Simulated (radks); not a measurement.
Spin polarisation of the 4f12 shell in neutral erbium. Start: [Xe] 4f(up 6, down 6) 6s2; electrons of 4f are moved from spin down to spin up, other shells keep equal spins. All-electron calculation, non-relativistic Kohn-Sham, LDA (Slater exchange, Perdew-Wang correlation), spin-polarised, spherical densities, point nucleus. Program: a radial shooting solver on a logarithmic mesh with Libxc functionals.

moment (Bohr magnetons)  E - E(0) (eV)  e(4f up) (eV)  e(4f down) (eV)  6s down minus up (eV)
0                                0.000         -7.575           -7.575                  0.000
0.5                             -0.047         -7.761           -7.382                  0.010
1                               -0.189         -7.942           -7.184                  0.020
1.5                             -0.426         -8.116           -6.980                  0.031
2                               -0.758         -8.285           -6.770                  0.041

At moment 2 the spin-polarisation energy is -0.758 eV and the 4f exchange splitting 1.515 eV, that is 0.758 eV per Bohr magneton; E = -I m^2/4 would give I = 0.758 eV.
